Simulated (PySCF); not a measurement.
C9H5FN2OS. Atoms are numbered in the order given.

```xyz
19

O     -1.3559     4.5982     0.0000
C     -0.1894     4.2705     0.0000
C      0.2926     2.8904     0.0000
C      1.6114     2.4609     0.0000
C      1.7241     1.0526     0.0000
C      0.4870     0.4272     0.0000
C      0.2238    -1.0119     0.0000
N      1.2841    -1.8366     0.0000
C      1.0443    -3.1430     0.0000
C     -0.2624    -3.6320     0.0000
F     -0.5030    -4.9421     0.0000
C     -1.3081    -2.7095     0.0000
N     -1.0606    -1.4044     0.0000
S     -0.8264     1.5601     0.0000
H      0.6344     5.0305     0.0000
H      2.4578     3.1501     0.0000
H      2.6558     0.4883     0.0000
H      1.8947    -3.8342     0.0000
H     -2.3503    -3.0480     0.0000
```
Charge 0, spin multiplicity 1.

Coordinates come from a B3LYP-D3(BJ)/def2-SVP optimisation. The values are those of a single conformer.

Method: PBE/pcSseg-1 (PySCF).

GIAO shieldings, no solvent; atoms listed in one row are averaged. δ = σ(ref) − σ: ¹⁷O against H2O (σ = 334.3 ppm); ¹³C against TMS (σ = 182.0 ppm); ¹⁵N against NH3 (σ = 267.0 ppm); ¹⁹F against CFCl3 (σ = 133.6 ppm); ³³S against H2S (σ = 706.5 ppm); ¹H against TMS (σ = 31.49 ppm), references at their B3LYP-D3(BJ)/def2-TZVP geometries, non-relativistic.

Computed chemical shifts:
| nucleus | atoms | count | δ (ppm) |
|---|---|---|---|
| ¹⁷O | O1 | 1 | 652.9 |
| ¹³C | C2 | 1 | 183.3 |
| ¹³C | C10 | 1 | 165.9 |
| ¹³C | C7 | 1 | 162.0 |
| ¹³C | C6 | 1 | 160.7 |
| ¹³C | C3 | 1 | 158.4 |
| ¹³C | C9, C12 | 2 | 150.0 |
| ¹³C | C4 | 1 | 140.1 |
| ¹³C | C5 | 1 | 136.3 |
| ¹⁵N | N13 | 1 | 335.3 |
| ¹⁵N | N8 | 1 | 332.8 |
| ¹⁹F | F11 | 1 | -154.2 |
| ³³S | S14 | 1 | 466.5 |
| ¹H | H15 | 1 | 10.35 |
| ¹H | H18, H19 | 2 | 8.82 |
| ¹H | H17 | 1 | 8.49 |
| ¹H | H16 | 1 | 7.68 |
